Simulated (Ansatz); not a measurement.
Sn2Ge2. Charge 0, multiplicity 5. Geometry PBE0-D4/def2-SVP; atoms count from 1.

```xyz
4

Ge    0.198    1.426    0.667
Ge    1.949   -0.285    0.336
Sn   -0.020   -1.274   -1.222
Sn   -2.128    0.133    0.219
```

In the def2 sets Sn takes a core potential; there is no spin–orbit coupling. At PBE0-D4/def2-TZVP a singlet of charge 0 lies 2.08 eV below the quintet, each at its own geometry. The structure comes from a short search, and lower isomers may exist.

Q: Estimate the Mulliken populations from the PBE0/def2-TZVP orbitals of Ansatz.

A: 
```tsv
atom	charge (e)	spin (α − β)
Ge1	-0.04	0.66
Ge2	-0.09	1.21
Sn3	0.11	0.74
Sn4	0.03	1.38
```
Mulliken values and Mayer orders depend strongly on the basis.

Q: Where does the spin sit?

A: Summed by element: Ge 1.88, Sn 2.12, of 4 unpaired in all. Largest on single atoms: Sn4 1.38, Ge2 1.21, Sn3 0.74.

Q: And the Mayer bond orders between bonded heavy atoms (over 0.3)?

A: Ge1–Ge2 1.08 (2.47 Å); Ge1–Sn4 0.94 (2.70 Å); Ge2–Sn3 0.98 (2.70 Å); Sn3–Sn4 0.85 (2.92 Å). Values over 0.3 also appear between atoms too far apart for a bond (Ge1–Sn3 0.58 at 3.30 Å; Ge2–Sn4 0.33 at 4.10 Å); they arise where an orbital or an unpaired electron spreads over both atoms.
